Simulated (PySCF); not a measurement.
**Basis-set dependence of excited states**

Compound: C₃H₈BNSi.
Numbering: `[CH3:1][C:2]#[C:3][BH:4][SiH2:5][NH2:6]` (hydrogens: H7, H8, H9 on C1; H10 on B4; H11, H12 on Si5; H13, H14 on N6)

TDDFT with PBE0 (PySCF), vertical singlets, core orbitals frozen in the response, spherical d and f functions. The structure is a single PBE0-D3(BJ)/def2-SVP conformer in the gas phase; no vibrational or solvent corrections.

Question: Compare 6-31G*, def2-SVP, 6-31+G*, def2-SVPD, aug-cc-pVDZ, def2-TZVP and def2-TZVPD for this molecule.

Answer: 

```csv
basis,functions,diffuse,S1 (eV),S2 (eV),S3 (eV),S4 (eV),S5 (eV),LUMO (eV),α (au)
6-31G*,104,no,3.12,3.89,5.06,5.11,6.25,-1.97,77.1
def2-SVP,128,no,3.07,3.78,5.02,5.08,6.11,-2.18,81.4
6-31+G*,128,yes,3.11,3.91,5.03,5.08,5.77,-2.23,86.6
def2-SVPD,188,yes,3.09,3.92,5.00,5.06,6.12,-2.28,93.7
aug-cc-pVDZ,214,yes,3.09,3.90,5.00,5.06,5.68,-2.26,95.8
def2-TZVP,240,no,3.08,3.92,4.99,5.04,6.11,-2.25,89.9
def2-TZVPD,300,yes,3.08,3.94,4.98,5.03,5.88,-2.27,95.4
```

States are compared by their number. Against the largest diffuse basis here (def2-TZVPD, itself not a converged limit), sets without diffuse functions differ by up to 0.04 eV in S1 and 0.37 eV in S5; the smaller diffuse sets differ by up to 0.04 and 0.24 eV. State by state, the largest deviation of a set without diffuse functions is S1 0.04, S2 0.16, S3 0.09, S4 0.08, S5 0.37 eV. The same number needn't mean the same state in each row. Against def2-TZVPD the polarisability deviates by -19% in 6-31G*, -15% in def2-SVP, -9% in 6-31+G*, -2% in def2-SVPD, 0% in aug-cc-pVDZ, -6% in def2-TZVP. A single + in a Pople set puts diffuse functions on heavy atoms only.
